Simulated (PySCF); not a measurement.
Compound: C6H7N2 (doublet state).
Geometry (GFN2-xTB, Å), atoms numbered from 1 in this order:
```
atom  x, y, z in Å
C1    -1.384   -1.532    0.358
C2    -0.232   -0.824    0.152
N3     0.943   -1.504    0.010
C4     2.060   -0.848   -0.128
C5     2.100    0.546    0.009
N6     0.968    1.234    0.006
C7    -0.182    0.616   -0.007
C8    -1.410    1.426   -0.243
H9    -1.360   -2.605    0.317
H10   -2.325   -1.048    0.530
H11    2.957   -1.435   -0.265
H12    3.017    1.099    0.138
H13   -1.977    1.022   -1.080
H14   -1.129    2.453   -0.457
H15   -2.049    1.408    0.639
```

The hyperfine couplings belong to this conformer and change with its torsions.

Identity: `[CH2]c1nccnc1C` [radical].

Level of theory: UKS B3LYP, pcH-1 on C H N, non-relativistic, mean-field spin-orbit, GIAO (PySCF 2.14.0). Geometry: GFN2-xTB; no solvent, vibrations or thermal averaging. The geometry wasn't refined by DFT: couplings that depend on bond lengths, twists or pyramidal angles can differ widely from those at the functional's own minimum. Stability of the SCF solution: not tested. ⟨S²⟩ is 0.781 where a pure state has 0.75.

The Mulliken spin populations are largest on C1 (+0.71), C5 (+0.31), C7 (+0.23) and N3 (+0.21). Four atoms exceed +0.15. The positive populations add up to 1.49 and the negative ones to -0.49, together 2S = 1. The angles at C1 add up to 360.0°, so it is planar; its axial dipolar tensor and the negative couplings of its protons fit spin in a p orbital normal to that plane.

**Question.** McConnell's relation a(H) = Q·ρ ties the coupling of a proton on a planar π carbon to the spin population of that carbon. What Q do the computed values give?

**Answer.** 
| H | C | ρ(C) | a(H) (G) | a/ρ (G) |
| --- | --- | --- | --- | --- |
| H9 | C1 | +0.714 | -15.41 | -21.6 |
| H10 | C1 | +0.714 | -15.30 | -21.4 |
| H11 | C4 | -0.114 | +1.88 | -16.5 |
| H12 | C5 | +0.310 | -7.27 | -23.4 |

A least-squares line through the origin gives Q = -21.6 G with Mulliken populations. In McConnell's picture π spin on carbon polarises the C–H bond and leaves opposite spin at the proton, which makes Q negative, as found here. Where ρ is negative the coupling is positive.

**Question.** Leave H12 and its like out of the fit. How well does the relation then predict its coupling?

**Answer.** The other protons give Q = -21.5 G, so a = -21.5 × 0.310 ≈ -6.65 G, against the computed -7.27 G.

Couplings in gauss use g_iso = 2.0028.
